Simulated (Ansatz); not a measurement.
```yaml
crystal:
  periodic: [false, false, false]
  atoms:
    - {symbol: N, position_ang: [-0.727025, 0.662282, -1.287817]}
    - {symbol: Si, position_ang: [0.217518, 0.661564, 0.152379]}
    - {symbol: Sb, position_ang: [-0.491204, -1.410903, 1.508971]}
    - {symbol: H, position_ang: [-0.679219, -0.120080, -1.920446]}
    - {symbol: H, position_ang: [-0.868911, 1.524165, -1.790167]}
    - {symbol: H, position_ang: [-0.132936, 1.900911, 0.896305]}
    - {symbol: H, position_ang: [1.697944, 0.666299, -0.045213]}
    - {symbol: H, position_ang: [0.026745, -2.410574, 0.218905]}
    - {symbol: H, position_ang: [1.045588, -1.519966, 2.250082]}
basis:
  gaussian: {orbitals: def2-SVPD, fitting: {mean_field: def2-universal-jkfit}}
magnetization: {spin_polarized: true, initial_magnetization: 2}
hamiltonian: {xc: {name: wB97X}}
accuracy: high
output: {forces: true}
```

```sh
$ ansatz run in.yaml --threads 2 --pin off --events-out ev --progress --plain --max-ram 4352MiB
```

It prints (some lines left out):

```
Functional definition: wB97X
531 factors; integrals over basis functions are off by at most 3.6e-1 eV
531 factors; integrals over basis functions are off by at most 2.7e-5 eV
mean field evaluation 1: about -15989.7115 eV, gradient 3.3e1 eV
mean field evaluation 2: about -15981.0806 eV, gradient 5.0e1 eV
mean field evaluation 4: about -15995.0305 eV, gradient 1.8e0 eV
mean field evaluation 8: about -15995.3253 eV, gradient 5.7e-1 eV
mean field evaluation 16: about -15995.4655 eV, gradient 2.5e-1 eV
mean field evaluation 32: about -15995.3724 eV, gradient 2.6e0 eV
mean field -15995.61566677 eV, -587.8280335361 hartree, gradient 8.1e-8 eV, S^2 2.005122; 6 other end points of the search recorded, 0 dependent functions left out
reference -15995.61566550 eV, -587.8280334893 hartree; 26, 24 occupied and 98, 100 virtual orbitals, 531 factors
Total energy: -15995.61566550 eV, -587.8280334893 hartree
Atom 0 at    -0.727025     0.662282    -1.287817 Å, force     0.134187    -0.160359    -0.000422 eV/Å
Atom 1 at     0.217518     0.661564     0.152379 Å, force     0.764892     2.621706    -1.155161 eV/Å
Atom 2 at    -0.491204    -1.410903     1.508971 Å, force    -1.026595    -2.615689     1.328651 eV/Å
Atom 3 at    -0.679219    -0.120080    -1.920446 Å, force    -0.010763    -0.199800    -0.198645 eV/Å
Atom 4 at    -0.868911     1.524165    -1.790167 Å, force    -0.260233     0.171313    -0.035024 eV/Å
Atom 5 at    -0.132936     1.900911     0.896305 Å, force    -0.086148     0.015583     0.104194 eV/Å
Atom 6 at     1.697944     0.666299    -0.045213 Å, force     0.499332    -0.110674    -0.159015 eV/Å
Atom 7 at     0.026745    -2.410574     0.218905 Å, force    -0.305246    -0.050974    -0.264795 eV/Å
Atom 8 at     1.045588    -1.519966     2.250082 Å, force     0.290572     0.328895     0.380216 eV/Å
Dipole moment:    -0.044903     0.170668    -0.331094 e Å
```

Hardware: 2 threads of an Arm Neoverse V1 on a shared host. Wall time 64 s, peak host memory 0.94 GiB.
